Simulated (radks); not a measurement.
The numbers below are computed, except where a source is named.
Valence configurations of Nd I (all share [Xe]). Level of theory: Dirac Kohn-Sham, PBE, spin-unpolarised, spherical densities, finite nucleus; open shells are shared between the two j in proportion to 2j + 1; Fermi nuclear charge, rms radius 4.9123 fm (a radial shooting solver on a logarithmic mesh with Libxc functionals). Order these by energy: 4f3 5d3; 4f4 6s2; 4f4 5d1 6s1; 4f6; 4f3 5d1 6s2; 4f4 6s1 6p1; 4f2 6s2 6p2.

Answer. From the lowest, in eV above it: 4f4 6s2 0.000; 4f4 5d1 6s1 1.706; 4f3 5d1 6s2 1.792; 4f4 6s1 6p1 2.320; 4f3 5d3 4.415; 4f6 7.095; 4f2 6s2 6p2 16.199. NIST lists [Xe] 4f4 6s2 as the ground configuration; this level of theory agrees among the configurations tried. The energies are those of spherical spin-averaged densities, not of single terms. No valid solution was reached for [Xe] 4f4 5d2; [Xe] 4f5 6s1; [Xe] 4f4.5 6s1.5.
